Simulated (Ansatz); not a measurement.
Cl6Pt (SMILES [Cl][Pt-2]([Cl])([Cl])([Cl])([Cl])[Cl]), charge -2, singlet, geometry from GFN2-xTB (such geometries of metal compounds can be far from the true shape) (core potentials on Pt) (a gas-phase anion, which may not be bound at this level); PBE/def2-SVP in Ansatz (a quantum-chemistry and plane-wave program).

Here is a job for Ansatz.
Ansatz 0.2 input:
```yaml
crystal:
  periodic: [false, false, false]
  atoms:
    - {symbol: Pt, position_ang: [-0.00000000, 0.00000000, 0.00000000]}
    - {symbol: Cl, position_ang: [2.07992728, 0.86249713, -0.73590801]}
    - {symbol: Cl, position_ang: [0.74376821, 0.12252287, 2.24574183]}
    - {symbol: Cl, position_ang: [-0.74376821, -0.12252287, -2.24574183]}
    - {symbol: Cl, position_ang: [-2.07992728, -0.86249713, 0.73590801]}
    - {symbol: Cl, position_ang: [-0.85572820, 2.20287227, 0.16322500]}
    - {symbol: Cl, position_ang: [0.85572820, -2.20287227, -0.16322500]}
basis:
  gaussian:
    orbitals: def2-SVP
hamiltonian:
  xc: pbe
total_charge: -2
```

Question: Predict the main parts of the log of this Ansatz run.

Answer: 
```
Functional definition: PBE
1503 factors; their error is unknown
mean field evaluation 1: about -78316.1387 eV, gradient 9.2e1 eV
mean field evaluation 2: about -78209.1409 eV, gradient 2.1e2 eV
mean field evaluation 4: about -78336.2934 eV, gradient 9.5e0 eV
mean field evaluation 8: about -78336.4460 eV, gradient 1.5e-1 eV
mean field -78336.44601670 eV, -2878.8112927634 hartree, gradient 6.9e-5 eV, S^2 0.000000; 0 other end points of the search recorded, 0 dependent functions left out
reference -78336.44607273 eV, -2878.8112948227 hartree; 61, 61 occupied and 79, 79 virtual orbitals, 1503 factors
Total energy: -78336.44607273 eV, -2878.8112948227 hartree
```
